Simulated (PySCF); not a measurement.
Al(F)(H)(SMe) (CH4AlFS), SMILES C[S][AlH][F].

The structure is a stationary point at B3LYP-D3(BJ)/def2-SVP. Other conformers were not sampled.

These are TDDFT-LC-ωPBE/def2-SVPD (PySCF) values and carry that method's errors.

Vertical excitations. The molecule is in vacuum. State labels are in the subgroup Cs.

Computed lowest excited states:
| state | symmetry | energy (eV) | λ (nm) | f | main pairs |
|---|---|---|---|---|---|
| S1 | A" | 6.16 | 201 | 0.001 | HOMO→LUMO+2 64 % |
| S2 | A' | 6.27 | 198 | 0.065 | HOMO→LUMO 89 % |
| S3 | A" | 6.54 | 190 | 0.060 | HOMO→LUMO+1 60 %, HOMO→LUMO+3 23 % |
| S4 | A" | 6.73 | 184 | 0.018 | HOMO−1→LUMO 84 % |
| S5 | A' | 7.52 | 165 | 0.017 | HOMO−1→LUMO+2 61 %, HOMO−1→LUMO+1 11 % |
| S6 | A' | 7.87 | 158 | 0.299 | HOMO−1→LUMO+1 57 %, HOMO−1→LUMO+3 22 %, HOMO−1→LUMO+2 10 % |
| S7 | A" | 7.99 | 155 | 0.008 | HOMO→LUMO+4 43 %, HOMO→LUMO+2 20 %, HOMO→LUMO+6 11 %, HOMO→LUMO+10 8 % |
| S8 | A" | 8.32 | 149 | 0.003 | HOMO→LUMO+3 42 %, HOMO→LUMO+4 17 %, HOMO→LUMO+1 15 %, HOMO→LUMO+10 12 % |
| S9 | A" | 8.57 | 145 | 0.081 | HOMO−2→LUMO 77 % |
| S10 | A' | 8.63 | 144 | 0.037 | HOMO→LUMO+5 91 % |
| T1 | A' | 5.36 | 231 | 0 | HOMO→LUMO 88 % |
| T2 | A" | 5.57 | 223 | 0 | HOMO→LUMO+2 57 %, HOMO→LUMO+7 12 % |
| T3 | A" | 6.01 | 206 | 0 | HOMO→LUMO+1 41 %, HOMO−1→LUMO 24 %, HOMO→LUMO+3 21 % |
| T4 | A" | 6.25 | 199 | 0 | HOMO−1→LUMO 57 %, HOMO→LUMO+1 15 %, HOMO−2→LUMO 10 % |
Triplets are in the Tamm–Dancoff approximation, which puts them higher than full response would, so one can lie above its singlet here.
